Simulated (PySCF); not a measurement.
ZnI2, SMILES [Zn]([I])[I].

Geometry: PBE-D3(BJ)/def2-SVP. The isomer is the one that the SMILES or the coordinates give; other isomers of the formula were not compared. The def2 effective core potentials stand for the cores of I; spin–orbit coupling is left out.

Two levels are set side by side: PBE/def2-TZVPD (PySCF) and M06-2X/def2-TZVPD (PySCF). Same geometry, gas phase. Differences are taken from unrounded values.

```csv
quantity,M06-2X,PBE,PBE minus M06-2X
orbital gap (eV),7.69,3.89,-3.80
highest occupied level (eV),-8.98,-6.73,2.25
lowest empty level (eV),-1.29,-2.84,-1.55
mean polarisability (bohr³),95.7,105.1,9.4
```

PBE's occupied levels lie high since its potential decays too fast outside the molecule; exact exchange lowers them and widens the gap. Loosely held outer electrons make PBE densities more polarisable. Differences between two approximate levels are no errors against the true value.

Rough cost on one machine, each run with all the roots and properties that it gave: M06-2X against PBE about 2 times.
